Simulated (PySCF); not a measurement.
Adding and removing an electron: BiF

UHF-MP2; basis Bi cc-pVDZ-PP with ECP60, F cc-pVDZ; scalar-relativistic core potentials; PySCF 2.14. Neutral (UHF): triplet (π ↑↑), Re = 2.052 Å, ωe = 574 cm⁻¹, De = 3.09 eV.

BiF⁺ (UHF): doublet (π ↑), Re = 1.988 Å, ωe = 658 cm⁻¹. The energies at the minima are -313.28497 hartree for BiF and -312.98007 for BiF⁺.

(1) Work out the adiabatic ionisation energy, without and with harmonic zero-point energies (1 hartree = 27.2114 eV, 1 eV = 8065.5 cm⁻¹), and the change of the bond length.

Correlated steps freeze 5 core orbitals. Correlated levels converge slowly with the basis: in double zeta they bind strong bonds too weakly, by up to about 1 eV, and carry superposition errors of some tenths. These are scalar-relativistic numbers at best; spin–orbit coupling would shift them, the dissociation energy most. States were picked by a PBE0 search and need not be the measured ground states.

Answers

(1) At UHF-MP2: 0.30490 hartree = 8.297 eV between the minima; the zero-point term (658.0 − 574.0)/2 cm⁻¹ = +0.005 eV makes it 8.302 eV. Re changes by -6.4 pm against the neutral. The electron leaves a π orbital, and the shorter bond of the ion fits an antibonding orbital, or a change in how ionic the bond is.
